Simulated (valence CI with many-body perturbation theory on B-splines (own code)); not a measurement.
## Er XIX: electric-dipole lines

Calculated by configuration interaction combined with many-body perturbation theory (CI+MBPT): four valence electrons over a frozen Dirac-Fock core [Kr] 4d10, radial functions for each j: 7 s, 7 p, 7 d, 7 f, 4 g, 2 h, with the one-electron correlation potential Σ1, the two-electron term Σ2, the three-electron term Σ3, Breit, model QED; selected CI, second order for the rest, scaled by the run's own slope (own B-spline code, finite nucleus).

No measured levels were compared; by estimate terms of the open shell hold to a few per cent of their energy, and close levels can change places.

Lines 151 to 200 of 368 in falling wavelength, among levels below 533410 cm⁻¹, chosen from the strongest by gf and those to the six lowest levels. Wavelengths and rates use the calculated energies, so an error of 2000 cm⁻¹ moves a line at 407.4 Å by 0.81 % and its rate by three times that or more. Electric multipoles are in the length gauge, E1 and E2 with the static RPA response of the core. Weak lines are less certain than strong ones. Lines between different terms over intervals too small for the method are left out, as are lines whose strength nearly cancels. Where a level lies close to another of its J and parity, the split of strength between their lines is uncertain. The highest levels of a list are the least certain.

Names give the largest LS component (configuration and term), which can be under half, so a name can repeat, a term be missing and a line seem to break the LS rules; names also repeat where a configuration has a term twice. Letters in brackets count levels of one name in rising energy.

```
λ vac (Å)             Upper             Lower   A (s⁻¹)  S (a.u.)
    407.4  4f3.5s 1F°_3 [a]      4f4 1G_4 [c]  2.85e+05  6.67e-05
    406.8       4f3.5p 5I_5  4f3.5s 3I°_6 [a]  8.77e+08  3.20e-01
    406.2      4f3.5s 1L°_8          4f4 1K_7  2.97e+04  1.67e-05
    405.3      4f3.5s 5I°_8          4f4 5I_8  4.47e+02  2.50e-07
    404.7  4f3.5s 3H°_6 [b]      4f4 3H_6 [b]  9.08e+04  3.86e-05
    404.4  4f3.5s 3H°_4 [b]      4f4 1G_4 [b]  9.17e+04  2.69e-05
    404.3  4f3.5s 3G°_3 [c]      4f4 3G_3 [c]  7.14e+04  1.63e-05
    404.2      4f3.5s 3H°_5      4f4 3H_5 [b]  1.61e+05  5.78e-05
    403.3  4f3.5s 3G°_4 [b]      4f4 3G_4 [a]  1.11e+05  3.24e-05
    401.1       4f3.5p 3H_4  4f3.5s 3I°_5 [a]  1.71e+09  4.91e-01
    400.2      4f3.5s 1I°_6      4f4 1I_6 [a]  8.00e+04  3.29e-05
    400.0       4f3.5p 5K_5      4f3.5s 5I°_6  3.91e+07  1.36e-02
    399.5  4f3.5s 3F°_3 [c]      4f4 3F_3 [d]  1.42e+05  3.12e-05
    399.1      4f3.5s 5I°_7          4f4 5I_6  8.20e+01  3.86e-08
    398.9  4f3.5s 3H°_4 [b]      4f4 1G_4 [a]  5.56e+04  1.57e-05
    398.7  4f3.5s 3I°_6 [b]      4f4 3I_6 [a]  5.09e+04  2.07e-05
    398.7  4f3.5s 3F°_4 [c]      4f4 3F_4 [d]  1.33e+05  3.74e-05
    398.2       4f3.5p 5H_6  4f3.5s 3G°_5 [a]  3.21e+06  1.30e-03
    398.0  4f3.5s 3D°_3 [c]      4f4 3F_4 [b]  9.43e+04  2.05e-05
    398.0  4f3.5s 3G°_5 [c]      4f4 3G_5 [a]  8.96e+04  3.07e-05
    397.9      4f3.5s 1K°_7          4f4 3L_8  6.21e+04  2.89e-05
    397.5      4f3.5s 5S°_2          4f4 5F_1  4.61e+02  7.14e-08
    397.2  4f3.5s 3G°_5 [d]      4f4 1G_4 [c]  6.64e+04  2.26e-05
    396.9  4f3.5s 3H°_6 [a]          4f4 5F_5  4.25e+04  1.70e-05
    396.7      4f3.5s 5I°_8          4f4 5I_7  1.13e+02  5.91e-08
    396.1      4f3.5s 3H°_5      4f4 1G_4 [a]  5.25e+04  1.77e-05
    394.8       4f3.5p 5K_7  4f3.5s 3I°_6 [a]  3.08e+09  1.40e+00
    394.6  4f3.5s 3F°_2 [c]      4f4 3F_2 [c]  2.08e+05  3.16e-05
    394.1       4f3.5p 5K_6  4f3.5s 3I°_5 [a]  2.47e+09  9.71e-01
    393.4      4f3.5s 3L°_8          4f4 3M_9  3.70e+04  1.89e-05
    393.2  4f3.5s 3I°_5 [b]      4f4 3I_5 [a]  5.10e+04  1.68e-05
    392.8       4f3.5p 5K_6      4f3.5s 5I°_7  1.81e+08  7.04e-02
    392.7  4f3.5s 3H°_6 [b]      4f4 3H_5 [b]  5.50e+04  2.14e-05
    392.5       4f3.5p 5H_6  4f3.5s 3I°_6 [a]  2.22e+09  8.60e-01
    390.8  4f3.5s 3I°_7 [b]      4f4 3I_7 [a]  2.95e+04  1.31e-05
    390.6      4f3.5s 3H°_5          4f4 5D_4  4.96e+04  1.61e-05
    390.3      4f3.5s 5G°_2          4f4 5F_1  8.86e+04  1.30e-05
    390.2  4f3.5s 1H°_5 [b]      4f4 1H_5 [a]  4.79e+04  1.55e-05
    389.3       4f3.5p 5K_5      4f3.5s 5I°_5  2.30e+09  7.38e-01
    389.1       4f3.5p 5I_5  4f3.5s 3I°_5 [a]  1.77e+09  5.67e-01
    388.3      4f3.5s 5G°_6      4f4 3H_5 [a]  3.98e+04  1.50e-05
    388.1      4f3.5s 3L°_9         4f4 3M_10  7.37e+04  4.04e-05
    387.7      4f3.5s 5G°_3          4f4 5F_2  7.75e+04  1.56e-05
    387.4       4f3.5p 5K_7      4f3.5s 5I°_8  3.25e+08  1.40e-01
    386.7      4f3.5s 5G°_4          4f4 5F_3  1.11e+05  2.84e-05
    386.7      4f3.5s 5G°_5      4f4 5F_4 [b]  7.18e+04  2.25e-05
    385.9  4f3.5s 3D°_3 [b]          4f4 5D_4  6.48e+04  1.29e-05
    385.7      4f3.5s 3K°_8      4f4 3K_8 [a]  3.72e+04  1.79e-05
    383.8  4f3.5s 3F°_2 [a]          4f4 5F_1  1.95e+03  2.72e-07
    383.3  4f3.5s 1G°_4 [b]      4f4 1G_4 [c]  1.08e+05  2.71e-05
```
